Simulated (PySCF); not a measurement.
F₅HOW, multiplicity 1. Atoms are numbered in the order given.

```xyz
8

W      0.0000     0.0000     0.0140
F      0.0000     0.0000    -1.8440
F     -1.3152     1.3152    -0.0568
F      1.3152     1.3152    -0.0568
F     -1.3152    -1.3152    -0.0568
F      1.3152    -1.3152    -0.0568
O      0.0000     0.0000     1.8490
H      0.0000     0.0000     2.8118
```
Charge 0, spin multiplicity 1.

Coordinates come from a B3LYP-D3(BJ)/def2-SVP optimisation. The spin state was assumed, not searched. The isomer is the one that the SMILES or the coordinates give; other isomers of the formula were not compared. The def2 effective core potentials stand for the cores of W; spin–orbit coupling is left out. The values are those of a single conformer.

Method: PBE/def2-TZVP (PySCF).

**Question.** Estimate the frontier levels, gap, dipole moment and polarisability. (An estimate is asked for; the answer gives what the named calculation found.)

**Answer.** 
The highest occupied level is -9.52 eV and the lowest empty level comes out as -4.62 eV. The orbital gap comes out as 4.89 eV and the dipole moment comes out as 3.85 D. The quadrupole, principal values (traceless, Buckingham form, about the centre of nuclear charge) is -6.49, -6.49, 12.97 D·Å and the mean static polarisability is 50.5 bohr³ (7.48 Å³). The polarisability, principal values comes out as 47.5, 47.5, 56.6 bohr³.
